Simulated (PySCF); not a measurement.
**How methods differ on the ionisation energy of Ne²⁺**

Ne²⁺ [He] 2s2 2p4 (3P) → Ne³⁺ [He] 2s2 2p3 (4S), as a difference of total energies. Calculation: PySCF 2.14, in aug-pcseg-3 (6s5p5d3f2g, 85 functions); the non-relativistic Hamiltonian (point nucleus). Correlated levels: valence: 1s2 frozen. The calculations carry no spin-orbit coupling.

| method | ionisation energy (eV) | plus first-order spin-orbit estimate | error of that sum (eV) |
| --- | --- | --- | --- |
| UHF | 61.868 | 61.907 | -1.516 |
| MP2 (valence) | 63.139 | 63.177 | -0.246 |
| SCS-MP2 (valence) | 63.255 | 63.293 | -0.130 |
| CCSD (valence) | 63.175 | 63.214 | -0.209 |
| CCSD(T) (valence) | 63.193 | 63.232 | -0.191 |

Reference: 63.423 eV (measured; NIST Atomic Spectra Database, ionization energies).

A first-order spin-orbit estimate (lowest level to lowest level, LS coupling) adds 0.039 eV.

Errors of the correlated levels include the incompleteness of this basis and the frozen core.
